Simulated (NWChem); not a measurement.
Program: NWChem. System: C₃H₇O₂, charge 0, spin multiplicity 2, displaced from the optimised geometry. The structure started from a generated list of species. Its SCF solution wasn't tested for a lower state.

The NWChem input:

```
start mol
memory heap 200 mb stack 900 mb global 1100 mb
geometry units angstroms nocenter noautoz noautosym
  C      2.056664     0.393068     0.015893
  O      1.157708    -0.636739    -0.413258
  C     -0.180590    -0.204224    -0.683138
  C     -1.046716    -0.056289     0.625162
  O     -2.347378     0.340372     0.399855
  H      2.136999     1.224363    -0.746287
  H      1.756786     0.857144     1.002799
  H      3.068771    -0.072655     0.145935
  H     -0.653636    -0.991948    -1.330014
  H     -0.206726     0.770986    -1.254280
  H     -0.961310    -0.988076     1.271966
  H     -0.599673     0.775785     1.269606
end
basis spherical
  * library def2-svp
end
dft
  xc becke88 lyp
  odft
  mult 2
  semidirect memsize 60000000 filesize 0
  iterations 100
  convergence nodiis damp 40
end
task dft gradient
```

The output up to the point where the run's verdict is printed (cleaned and shortened):

```
             Northwest Computational Chemistry Package (NWChem) 7.3.0
             --------------------------------------------------------

                                NWChem Input Module
                                -------------------

 Scaling coordinates for geometry "geometry" by  1.889725989
 (inverse scale =  0.529177249)

                             Geometry "geometry" -> ""
                             -------------------------

 Output coordinates in angstroms (scale by  1.889725989 to convert to a.u.)

  No.       Tag          Charge          X              Y              Z
 ---- ---------------- ---------- -------------- -------------- --------------
    1 C                    6.0000     2.05666400     0.39306800     0.01589300
    2 O                    8.0000     1.15770800    -0.63673900    -0.41325800
    3 C                    6.0000    -0.18059000    -0.20422400    -0.68313800
    4 C                    6.0000    -1.04671600    -0.05628900     0.62516200
    5 O                    8.0000    -2.34737800     0.34037200     0.39985500
    6 H                    1.0000     2.13699900     1.22436300    -0.74628700
    7 H                    1.0000     1.75678600     0.85714400     1.00279900
    8 H                    1.0000     3.06877100    -0.07265500     0.14593500
    9 H                    1.0000    -0.65363600    -0.99194800    -1.33001400
   10 H                    1.0000    -0.20672600     0.77098600    -1.25428000
   11 H                    1.0000    -0.96131000    -0.98807600     1.27196600
   12 H                    1.0000    -0.59967300     0.77578500     1.26960600

 Effective nuclear repulsion energy (a.u.)     177.5230918364

            Nuclear Dipole moment (a.u.)
            ----------------------------
        X                 Y               Z
 ---------------- ---------------- ----------------
    -0.0000018897    -0.0000132281     0.0000056692


 Summary of "ao basis" -> "" (spherical)
 ------------------------------------------------------------------------------
       Tag                 Description            Shells   Functions and Types
[...]
 d= 0,ls=0.5         73    -83.1354511094  1.74D+01  1.66D-01              51.8
                                                     1.62D-01
 d= 0,ls=0.5         74   -100.5595296599 -1.74D+01  1.66D-01              52.5
                                                     1.62D-01
 d= 0,ls=0.5         75    -83.1354511094  1.74D+01  1.66D-01              53.2
                                                     1.62D-01
 d= 0,ls=0.5         76   -100.5595296599 -1.74D+01  1.66D-01              53.9
                                                     1.62D-01
 d= 0,ls=0.5         77    -83.1354511094  1.74D+01  1.66D-01              54.6
                                                     1.62D-01
 d= 0,ls=0.5         78   -100.5595296599 -1.74D+01  1.66D-01              55.3
                                                     1.62D-01
 d= 0,ls=0.5         79    -83.1354511094  1.74D+01  1.66D-01              56.0
                                                     1.62D-01
 d= 0,ls=0.5         80   -100.5595296599 -1.74D+01  1.66D-01              56.7
                                                     1.62D-01
 d= 0,ls=0.5         81    -83.1354511094  1.74D+01  1.66D-01              57.4
                                                     1.62D-01
 d= 0,ls=0.5         82   -100.5595296599 -1.74D+01  1.66D-01              58.1
                                                     1.62D-01
 d= 0,ls=0.5         83    -83.1354511094  1.74D+01  1.66D-01              58.8
                                                     1.62D-01
 d= 0,ls=0.5         84   -100.5595296599 -1.74D+01  1.66D-01              59.5
                                                     1.62D-01
 d= 0,ls=0.5         85    -83.1354511094  1.74D+01  1.66D-01              60.2
                                                     1.62D-01
 d= 0,ls=0.5         86   -100.5595296599 -1.74D+01  1.66D-01              60.9
                                                     1.62D-01
 d= 0,ls=0.5         87    -83.1354511094  1.74D+01  1.66D-01              61.6
                                                     1.62D-01
 d= 0,ls=0.5         88   -100.5595296599 -1.74D+01  1.66D-01              62.3
                                                     1.62D-01
 d= 0,ls=0.5         89    -83.1354511094  1.74D+01  1.66D-01              62.9
                                                     1.62D-01
 d= 0,ls=0.5         90   -100.5595296599 -1.74D+01  1.66D-01              63.6
                                                     1.62D-01
 d= 0,ls=0.5         91    -83.1354511094  1.74D+01  1.66D-01              64.3
                                                     1.62D-01
 d= 0,ls=0.5         92   -100.5595296599 -1.74D+01  1.66D-01              65.0
                                                     1.62D-01
 d= 0,ls=0.5         93    -83.1354511094  1.74D+01  1.66D-01              65.7
                                                     1.62D-01
 d= 0,ls=0.5         94   -100.5595296599 -1.74D+01  1.66D-01              66.4
                                                     1.62D-01
 d= 0,ls=0.5         95    -83.1354511094  1.74D+01  1.66D-01              67.1
                                                     1.62D-01
 d= 0,ls=0.5         96   -100.5595296599 -1.74D+01  1.66D-01              67.8
                                                     1.62D-01
 d= 0,ls=0.5         97    -83.1354511094  1.74D+01  1.66D-01              68.5
                                                     1.62D-01
 d= 0,ls=0.5         98   -100.5595296599 -1.74D+01  1.66D-01              69.2
                                                     1.62D-01
 d= 0,ls=0.5         99    -83.1354511094  1.74D+01  1.66D-01              69.9
                                                     1.62D-01
 d= 0,ls=0.5        100   -100.5595296599 -1.74D+01  1.66D-01              70.6
                                                     1.62D-01
```

Convergence was not reached. The next line reads: Calculation failed to converge. NWChem stopped with the message: dft gradient failed.
